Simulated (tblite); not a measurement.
Input of a run (GFN2-xTB geometry optimisation, gas phase (tblite 0.8.0)), started from a force field or distance geometry:
```
{"job": {"kind": "relax", "xc": "GFN2-xTB", "basis": "xTB"}, "charge": 0, "multiplicity": 1}
C      2.977300     1.478700     0.044000
C      2.325800     0.364100    -0.321100
P      0.689100     0.053600     0.008100
C      0.318400     0.282000     1.682300
C     -0.417800     1.169600    -0.803600
C     -1.897400     0.819600    -0.665200
P     -2.263200    -0.853500    -1.362400
C     -1.278200    -1.876700    -0.160700
C      0.215200    -1.619100    -0.299700
H      4.016500     1.621400    -0.177900
H      2.452300     2.277700     0.570300
H      2.909600    -0.397200    -0.834800
H      0.480500    -0.531200     2.429900
H     -0.070300     1.225400     2.075200
H     -0.160000     1.207600    -1.874600
H     -0.257800     2.188600    -0.420400
H     -2.182100     0.844400     0.395900
H     -2.505800     1.555700    -1.186800
H     -3.542000    -1.033800    -0.771300
H     -1.613300    -1.659100     0.860100
H     -1.495600    -2.932500    -0.353100
H      0.535400    -1.888200    -1.310400
H      0.758700    -2.270300     0.396700
```

Output (eV, eV/Å):
```
step      E/eV     max force
  0    -735.31622    6.079
  1    -735.87978    2.205
  2    -736.03952    1.180
  3    -736.10622    0.904
  4    -736.19330    0.963
  5    -736.24715    0.845
  6    -736.29637    0.787
  7    -736.35013    0.841
  8    -736.38336    0.581
  9    -736.40719    0.325
 10    -736.41832    0.203
 11    -736.42449    0.203
 12    -736.43047    0.260
 13    -736.43752    0.197
 14    -736.44477    0.194
 15    -736.45152    0.205
 16    -736.45738    0.215
 17    -736.46231    0.222
 18    -736.46623    0.129
 19    -736.46906    0.145
 20    -736.47155    0.159
 21    -736.47408    0.135
 22    -736.47614    0.097
 23    -736.47744    0.075
 24    -736.47838    0.080
 25    -736.47941    0.107
 26    -736.48047    0.087
 27    -736.48130    0.062
 28    -736.48187    0.048
 29    -736.48236    0.056
 30    -736.48285    0.056
 31    -736.48321    0.039
 32    -736.48342    0.030
 33    -736.48356    0.030
 34    -736.48372    0.034
 35    -736.48388    0.036
 36    -736.48400    0.026
 37    -736.48408    0.022
 38    -736.48415    0.027
 39    -736.48428    0.037
 40    -736.48446    0.048
 41    -736.48467    0.047
 42    -736.48485    0.027
 43    -736.48496    0.026
 44    -736.48506    0.030
 45    -736.48517    0.030
 46    -736.48529    0.027
 47    -736.48540    0.031
 48    -736.48553    0.042
 49    -736.48570    0.045
 50    -736.48592    0.046
 51    -736.48615    0.041
 52    -736.48638    0.032
 53    -736.48658    0.036
 54    -736.48679    0.036
 55    -736.48700    0.035
 56    -736.48718    0.029
 57    -736.48732    0.027
 58    -736.48743    0.029
 59    -736.48757    0.028
 60    -736.48776    0.042
 61    -736.48801    0.041
 62    -736.48828    0.036
 63    -736.48856    0.041
 64    -736.48891    0.050
 65    -736.48943    0.080
 66    -736.49010    0.088
 67    -736.49089    0.081
 68    -736.49175    0.083
 69    -736.49271    0.073
 70    -736.49315    0.186
 71    -736.49478    0.205
 72    -736.49666    0.130
 73    -736.49879    0.189
 74    -736.49991    0.107
 75    -736.50166    0.170
 76    -736.50333    0.246
 77    -736.50564    0.086
 78    -736.50754    0.118
 79    -736.50957    0.158
 80    -736.51106    0.073
 81    -736.51295    0.076
 82    -736.51441    0.094
 83    -736.51592    0.114
 84    -736.51679    0.072
 85    -736.51768    0.085
 86    -736.51861    0.067
 87    -736.51953    0.089
 88    -736.51995    0.074
 89    -736.52054    0.062
 90    -736.52125    0.070
 91    -736.52194    0.057
 92    -736.52260    0.053
 93    -736.52306    0.051
 94    -736.52339    0.072
 95    -736.52387    0.059
 96    -736.52468    0.055
 97    -736.52545    0.064
 98    -736.52598    0.071
 99    -736.52639    0.054
100    -736.52678    0.038
101    -736.52714    0.038
102    -736.52746    0.047
103    -736.52774    0.066
104    -736.52799    0.059
105    -736.52835    0.051
106    -736.52878    0.049
107    -736.52900    0.037
108    -736.52910    0.027
109    -736.52918    0.020
110    -736.52928    0.020
111    -736.52942    0.029
112    -736.52960    0.036
113    -736.52977    0.038
114    -736.52992    0.036
115    -736.53008    0.026
116    -736.53030    0.027
117    -736.53053    0.024
118    -736.53069    0.022
119    -736.53077    0.020
120    -736.53082    0.017
121    -736.53089    0.018
122    -736.53097    0.025
123    -736.53104    0.022
124    -736.53109    0.017
125    -736.53114    0.014
126    -736.53118    0.012
127    -736.53121    0.016
128    -736.53124    0.011
129    -736.53126    0.009
```

Summarise the run.

The energy falls by 117.2 kJ/mol over 129 L-BFGS steps, the largest force on an atom goes from 6.08 to 0.009 eV/Å, and the atoms move by 0.445 Å rms after alignment. The bond that changes most is C2–P3 (ends: alkene CH carbon; phosphorus bonded to 4 C), which lengthens by 0.130 Å. Bonds longer at the end by more than 0.005 Å: 6 of 23; shorter: 7. Among the angles that change most is C2–P3–C4, from 111.7° to 126.7°. Among the dihedrals that turn most is H12–C2–P3–C9, from 10° to -52°. The energy never rose by more than 1e-5 eV on the way. The first step brought 46 % of the lowering.

What are the final bond lengths?

C1=C2 1.327 Å, C2–P3 1.828 Å, P3=C4 1.708 Å, P3–C5 1.830 Å, C5–C6 1.524 Å, C6–P7 1.861 Å, P7–C8 1.861 Å, C8–C9 1.523 Å, P3–C9 1.831 Å, C1–H10 1.078 Å, C1–H11 1.078 Å, C2–H12 1.088 Å, C4–H13 1.090 Å, C4–H14 1.090 Å, C5–H15 1.095 Å, C5–H16 1.095 Å, C6–H17 1.094 Å, C6–H18 1.094 Å, P7–H19 1.401 Å, C8–H20 1.094 Å, C8–H21 1.094 Å, C9–H22 1.095 Å, C9–H23 1.096 Å. Numbering counts from 1 in the input's order; the species is `C=CP1(=C)CCPCC1`.

Hardware: Arm Neoverse V1, one thread, shared host with 32 logical CPUs at a one-minute load of 15. Cost: 1.3 s of wall time.

Its GFN2-xTB frequencies are all real (lowest 73 cm⁻¹). One conformer, not necessarily the lowest. 2 starts were optimised and ended at 0.00 and 0.89 kcal/mol (GFN2-xTB); the lowest of these is shown.

These are computed values.
